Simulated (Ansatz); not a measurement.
Total energies of `CC(=O)O[SiH](F)F`.

Cartesian coordinates in Å:
```
C 0.847 -1.029 -1.453
C 0.629 -0.221 -0.220
O 1.477 0.155 0.543
O -0.677 0.073 -0.015
Si -1.077 0.946 1.337
F -2.654 0.985 1.300
F -0.567 2.429 1.197
H 1.906 -1.245 -1.572
H 0.274 -1.956 -1.389
H 0.473 -0.479 -2.319
H -0.632 0.342 2.592
```

Charge 0, multiplicity 1. Geometry: relaxed with PBE0-D4/def2-TZVP. It is one conformer, not always the lowest. Basis def2-TZVPP, the Gaussian-basis code of Ansatz.

RPA on PBE orbitals: Hartree–Fock energy of these orbitals -715.93133 Eh, correlation -2.14908 Eh (frozen core).

| functional | energy without D4 (Eh) | D4 term (kJ/mol) |
| --- | --- | --- |
| LDA (SPW92) | -714.44009 | – |
| BLYP | -718.57755 | -51.1 |
| B97M-V | -718.46296 | – |
| B3LYP | -718.67208 | -36.9 |
| BHLYP | -718.46326 | -26.8 |
| LC-ωPBE | -718.30942 | – |
| ωB97X-V | -718.46481 | – |
| ωB97M-V | -718.51499 | – |
| B2PLYP | -718.26870 | – |
| PBE-QIDH | -717.94891 | – |

**Question.** Give the same for PBE, revPBE, r2SCAN, PBE0, r2SCANh, r2SCAN0, HSE06 (plane-wave form), CAM-B3LYP. (Estimate.)

**Answer.** Ansatz gave: 
```json
{"functional": "PBE", "energy without D4 (Eh)": "-718.04915", "D4 term (kJ/mol)": "-23.0"}
{"functional": "revPBE", "energy without D4 (Eh)": "-718.43688", "D4 term (kJ/mol)": "-74.2"}
{"functional": "r2SCAN", "energy without D4 (Eh)": "-718.42893", "D4 term (kJ/mol)": "-5.8"}
{"functional": "PBE0", "energy without D4 (Eh)": "-718.08271", "D4 term (kJ/mol)": "-19.4"}
{"functional": "r2SCANh", "energy without D4 (Eh)": "-718.40294", "D4 term (kJ/mol)": "-6.1"}
{"functional": "r2SCAN0", "energy without D4 (Eh)": "-718.36576", "D4 term (kJ/mol)": "-6.8"}
{"functional": "HSE06 (plane-wave form)", "energy without D4 (Eh)": "-718.05737", "D4 term (kJ/mol)": "-17.9"}
{"functional": "CAM-B3LYP", "energy without D4 (Eh)": "-718.53087", "D4 term (kJ/mol)": "-19.5"}
```

B3LYP takes the VWN-RPA correlation (the form of Gaussian; ORCA's B3LYP/G). HSE06 is the plane-wave form, built on full-range PBE exchange. The double hybrids freeze the cores in their second-order part.

LC-ωPBE has ω = 0.4 bohr⁻¹.
